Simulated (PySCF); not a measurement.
# Gas-phase XPS of `CC1=C[O][GaH2-][O+]=C1`, computed

C4H7GaO2.
Atom-mapped SMILES: `[CH3:1][C:2]1=[CH:3][O:4][GaH2-:5][O+:6]=[CH:7]1`

Method: PySCF 2.14.0, delta-SCF UKS SCAN, pcX-2 on the ionised atom, pcseg-1 elsewhere, spin-free X2C. Vertical ΔSCF values, vacuum level as zero.

**Question.** Give the core binding energies atom by atom.

**Answer.** 
```tsv
atom(s)	environment	level	binding energy (eV)	above the level's lowest (eV)	count
O4/O6	oxygen bonded to C and Ga	O 1s	538.07	0.00	2
C1	allylic carbon	C 1s	291.25	+0.66	1
C2	fully substituted alkene carbon	C 1s	290.59	0.00	1
```

The listed C 1s values span 0.66 eV, from C2 (bonded to 3 C) to C1 (bonded to C and 3 H).

**Question.** Which photon energy gives electrons from C 1s of C2 a kinetic energy of 50 eV, and what is their de Broglie wavelength?

**Answer.** hν = 290.59 + 50 = 340.59 eV, recoil neglected; λ = 12.264 Å/√(E/eV) = 1.73 Å.

**Question.** Give the binding energy of C 1s of C2 in hartree and in kJ/mol.

**Answer.** 290.59 eV = 10.6790 Eh = 28038 kJ/mol.

Topologically equivalent atoms share the value of their first member; where this conformer doesn't relate them by symmetry, their own values could differ. The list is incomplete; no value stands for C 1s of C3, C7 (hole states with ⟨S²⟩ of 1 or more are left out). No level of gallium is listed. Isolated species at its PBE0-D3(BJ)/def2-SVP geometry, gas phase.

Hardware: an Arm Neoverse N1 with one thread, shared host. Cost: 74 s of wall time, 0.60 GiB resident at most.
